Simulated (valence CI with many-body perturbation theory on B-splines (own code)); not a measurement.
# E1 transitions of Sb⁴⁴⁺

Method: relativistic CI+MBPT: five valence electrons over a frozen Dirac-Fock core [He], a basis of 9 s, 9 p, 8 d, 6 f, 3 g, 1 h functions for each j, with the one-electron correlation potential Σ1, the two-electron term Σ2, the three-electron term Σ3, Breit, model QED; selected CI, second order for the rest (own B-spline code, finite nucleus).

The last digits are not significant, and no measured levels were compared; by estimate large intervals hold to a few tenths of a per cent, small ones and those within an open d or f shell to about a per cent. Among the levels kept, up to 1400 cm⁻¹ of a level comes from second order outside the variational space, and about a tenth of that is noise between levels of different J, which matters for small intervals.

Lines 101 to 150 of 243 in falling wavelength, among levels below 346.93 Ry, chosen from the strongest by gf and those to the six lowest levels. Wavelengths and rates use the calculated energies. Electric multipoles are in the length gauge, E1 and E2 with the static RPA response of the core. Weak lines are less certain than strong ones. Lines between different terms over intervals too small for the method are left out, as are lines whose strength nearly cancels. The highest levels of a list are the least certain.

Levels are named by their leading jj configuration (3d3/2^4 stands for four electrons in 3d with j = 3/2), which in mixed levels can hold well under half, so a name can repeat and another be missing. Letters in brackets count levels of one name in rising energy.

```
λ vac (nm)                               Upper                       Lower   A (s⁻¹)  S (a.u.) with core polarisation  S without
     2.423          (2s 2p1/2^2 2p3/2^2) J=1/2  (2s^2 2p1/2^2 2p3/2) J=3/2  5.44e+11                         7.63e-03   7.65e-03
     2.416          (2s 2p1/2^2 2p3/2^2) J=3/2  (2s^2 2p1/2^2 2p3/2) J=3/2  9.14e+11                         2.54e-02   2.55e-02
     2.365        (2s 2p1/2 2p3/2^3) J=3/2 [b]  (2s^2 2p1/2 2p3/2^2) J=5/2  1.00e+12                         2.62e-02   2.62e-02
     2.331            (2s 2p1/2 2p3/2^3) J=1/2  (2s^2 2p1/2 2p3/2^2) J=3/2  8.99e+11                         1.12e-02   1.13e-02
     2.282        (2s 2p1/2 2p3/2^3) J=3/2 [b]  (2s^2 2p1/2 2p3/2^2) J=3/2  1.89e+10                         4.43e-04   4.44e-04
     2.195             (2p1/2^2 2p3/2^3) J=3/2  (2s 2p1/2^2 2p3/2^2) J=5/2  2.64e+11                         5.51e-03   5.52e-03
     1.734        (2s 2p1/2 2p3/2^3) J=3/2 [a]  (2s^2 2p1/2^2 2p3/2) J=3/2  1.29e+10                         1.32e-04   1.33e-04
     1.592            (2s 2p1/2 2p3/2^3) J=1/2  (2s^2 2p1/2^2 2p3/2) J=3/2  2.83e+10                         1.13e-04   1.13e-04
     1.569        (2s 2p1/2 2p3/2^3) J=3/2 [b]  (2s^2 2p1/2^2 2p3/2) J=3/2  2.12e+10                         1.62e-04   1.62e-04
     1.557                  (2s 2p3/2^4) J=1/2  (2s^2 2p1/2 2p3/2^2) J=3/2  4.32e+10                         1.61e-04   1.61e-04
    0.3447          (2s^2 2p1/2^2 3p1/2) J=1/2  (2s 2p1/2^2 2p3/2^2) J=1/2  9.41e+10                         3.80e-06   3.80e-06
    0.3310          (2s^2 2p1/2^2 3p3/2) J=3/2  (2s 2p1/2^2 2p3/2^2) J=5/2  1.17e+11                         8.40e-06   8.38e-06
    0.3189  (2s^2 2p1/2 2p3/2 3p1/2) J=3/2 [b]  (2s 2p1/2^2 2p3/2^2) J=1/2  2.38e+11                         1.52e-05   1.52e-05
    0.3156      (2s^2 2p1/2 2p3/2 3p1/2) J=5/2  (2s 2p1/2^2 2p3/2^2) J=5/2  6.52e+10                         6.06e-06   6.05e-06
    0.3141  (2s^2 2p1/2 2p3/2 3p3/2) J=3/2 [b]  (2s 2p1/2^2 2p3/2^2) J=1/2  1.30e+12                         7.95e-05   7.93e-05
    0.3138  (2s^2 2p1/2 2p3/2 3p1/2) J=3/2 [b]  (2s 2p1/2^2 2p3/2^2) J=5/2  3.08e+11                         1.88e-05   1.88e-05
    0.3131          (2s^2 2p1/2^2 3d3/2) J=3/2  (2s^2 2p1/2 2p3/2^2) J=1/2  9.41e+10                         5.70e-06   5.71e-06
    0.3122  (2s^2 2p1/2 2p3/2 3p3/2) J=1/2 [b]  (2s 2p1/2^2 2p3/2^2) J=1/2  1.34e+12                         4.03e-05   4.02e-05
    0.3112     (2s 2p1/2^2 2p3/2 3s) J=3/2 [a]  (2s 2p1/2^2 2p3/2^2) J=1/2  1.11e+13                         6.59e-04   6.57e-04
    0.3109  (2s^2 2p1/2 2p3/2 3p3/2) J=5/2 [a]  (2s 2p1/2^2 2p3/2^2) J=5/2  1.31e+12                         1.16e-04   1.16e-04
    0.3100  (2s^2 2p1/2 2p3/2 3p3/2) J=3/2 [a]  (2s 2p1/2^2 2p3/2^2) J=5/2  1.01e+11                         5.94e-06   5.93e-06
    0.3095     (2s^2 2p1/2 2p3/2 3s) J=3/2 [a]  (2s^2 2p1/2 2p3/2^2) J=1/2  1.61e+11                         9.40e-06   9.37e-06
    0.3094          (2s^2 2p1/2^2 3d3/2) J=3/2  (2s^2 2p1/2 2p3/2^2) J=3/2  2.37e+11                         1.38e-05   1.39e-05
    0.3091  (2s^2 2p1/2 2p3/2 3p3/2) J=3/2 [b]  (2s 2p1/2^2 2p3/2^2) J=5/2  4.95e+12                         2.89e-04   2.88e-04
    0.3090         (2s^2 2p1/2 2p3/2 3s) J=1/2  (2s^2 2p1/2 2p3/2^2) J=1/2  1.39e+13                         4.06e-04   4.05e-04
    0.3087          (2s^2 2p1/2^2 3d5/2) J=5/2  (2s^2 2p1/2 2p3/2^2) J=5/2  3.62e+10                         3.16e-06   3.13e-06
    0.3084  (2s^2 2p1/2 2p3/2 3p3/2) J=5/2 [b]  (2s 2p1/2^2 2p3/2^2) J=5/2  5.98e+12                         5.20e-04   5.19e-04
    0.3080         (2s 2p1/2^2 2p3/2 3s) J=1/2  (2s 2p1/2^2 2p3/2^2) J=3/2  2.85e+13                         8.23e-04   8.21e-04
    0.3080     (2s^2 2p1/2 2p3/2 3s) J=3/2 [b]  (2s^2 2p1/2 2p3/2^2) J=1/2  1.40e+13                         8.09e-04   8.07e-04
    0.3079         (2s 2p1/2^2 2p3/2 3s) J=1/2  (2s 2p1/2^2 2p3/2^2) J=1/2  1.51e+13                         4.36e-04   4.35e-04
    0.3078     (2s 2p1/2^2 2p3/2 3s) J=3/2 [b]  (2s 2p1/2^2 2p3/2^2) J=3/2  1.71e+13                         9.84e-04   9.82e-04
    0.3077     (2s 2p1/2^2 2p3/2 3s) J=3/2 [b]  (2s 2p1/2^2 2p3/2^2) J=1/2  1.23e+11                         7.08e-06   7.07e-06
    0.3075         (2s 2p1/2^2 2p3/2 3s) J=5/2  (2s 2p1/2^2 2p3/2^2) J=5/2  9.15e+12                         7.88e-04   7.86e-04
    0.3073     (2s^2 2p1/2 2p3/2 3s) J=3/2 [a]  (2s^2 2p1/2 2p3/2^2) J=5/2  3.90e+12                         2.23e-04   2.23e-04
    0.3065             (2s^2 2p3/2^2 3s) J=3/2        (2s^2 2p3/2^3) J=3/2  4.24e+13                         2.41e-03   2.41e-03
    0.3063     (2s 2p1/2^2 2p3/2 3s) J=3/2 [a]  (2s 2p1/2^2 2p3/2^2) J=5/2  2.59e+13                         1.47e-03   1.47e-03
    0.3063             (2s^2 2p1/2^2 3s) J=1/2  (2s^2 2p1/2^2 2p3/2) J=3/2  3.74e+13                         1.06e-03   1.06e-03
    0.3061         (2s^2 2p1/2 2p3/2 3s) J=5/2  (2s^2 2p1/2 2p3/2^2) J=5/2  1.80e+13                         1.53e-03   1.52e-03
    0.3059     (2s^2 2p1/2 2p3/2 3s) J=3/2 [a]  (2s^2 2p1/2 2p3/2^2) J=3/2  1.57e+13                         8.87e-04   8.85e-04
    0.3058     (2s^2 2p1/2 2p3/2 3s) J=3/2 [b]  (2s^2 2p1/2 2p3/2^2) J=5/2  2.81e+13                         1.59e-03   1.58e-03
    0.3054         (2s^2 2p1/2 2p3/2 3s) J=1/2  (2s^2 2p1/2 2p3/2^2) J=3/2  3.38e+13                         9.50e-04   9.48e-04
    0.3047         (2s^2 2p1/2 2p3/2 3s) J=5/2  (2s^2 2p1/2 2p3/2^2) J=3/2  1.34e+12                         1.13e-04   1.12e-04
    0.3044     (2s^2 2p1/2 2p3/2 3s) J=3/2 [b]  (2s^2 2p1/2 2p3/2^2) J=3/2  5.84e+12                         3.25e-04   3.24e-04
    0.3029     (2s 2p1/2^2 2p3/2 3s) J=3/2 [b]  (2s 2p1/2^2 2p3/2^2) J=5/2  4.78e+12                         2.62e-04   2.62e-04
    0.2973      (2s 2p1/2^2 2p3/2 3d3/2) J=3/2  (2s 2p1/2^2 2p3/2^2) J=1/2  1.09e+13                         5.67e-04   5.68e-04
    0.2972      (2s 2p1/2^2 2p3/2 3d3/2) J=1/2  (2s 2p1/2^2 2p3/2^2) J=1/2  4.35e+12                         1.13e-04   1.13e-04
    0.2953      (2s 2p1/2^2 2p3/2 3d5/2) J=5/2  (2s 2p1/2^2 2p3/2^2) J=3/2  1.70e+13                         1.30e-03   1.30e-03
    0.2951          (2s^2 2p3/2^2 3p3/2) J=5/2  (2s 2p1/2^2 2p3/2^2) J=3/2  7.59e+12                         5.78e-04   5.79e-04
    0.2950      (2s 2p1/2^2 2p3/2 3d5/2) J=3/2  (2s 2p1/2^2 2p3/2^2) J=3/2  2.98e+13                         1.51e-03   1.51e-03
    0.2949      (2s 2p1/2^2 2p3/2 3d5/2) J=3/2  (2s 2p1/2^2 2p3/2^2) J=1/2  4.19e+13                         2.12e-03   2.12e-03
```
